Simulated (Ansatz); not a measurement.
`CCCCCBr` + `C[Si](O)(F)F` → `CCO[Si](C)(F)F` + `CCCBr`  (substitution at a C–C bond)

Calculated with Ansatz (gas phase, PBE0-D4/def2-TZVP geometries, no zero-point term in ΔE). CCSD(T)/CBS is the MP2 limit (def2-TZVPP, def2-QZVPP) plus CCSD(T) − MP2 in def2-TZVPP, frozen cores. DFT in def2-TZVPP. For Br outer-core shells are correlated without core-valence functions, which leaves a few kJ/mol of doubt a bond. Scalar relativity is left out up to krypton. One conformer a species, not always the lowest.

| level | ΔE (kJ/mol) | difference from CCSD(T)/CBS |
| --- | --- | --- |
| PBE-D4 | 37.8 | -7.1 |
| r2SCAN-D4 | 38.3 | -6.6 |
| ωB97M-V | 39.9 | -5.0 |
| r2SCAN | 38.3 | -6.6 |
| PBE0 | 41.1 | -3.8 |
| HF/def2-TZVPP | 31.1 | -13.8 |
| SCS-MP2/def2-TZVPP | 43.6 | -1.3 |
| CCSD(T)/def2-TZVPP | 43.2 | -1.7 |
| HF/def2-QZVPP | 30.9 | -14.0 |
| HF/CBS(def2) | 30.8 | -14.1 |
| CCSD(T)/CBS | 44.9 | 0 |

Largest T1 diagnostic among the species: 0.011.

In def2-TZVPP, CCSD(T) changes the Hartree–Fock value by +12.1 kJ/mol (the triples alone add +0.7 kJ/mol) and MP2 by +18.2 kJ/mol.

CCSD(T)/CBS has its own doubt, a few kJ/mol and more with outer-core shells, so smaller differences from it don't rank the levels.
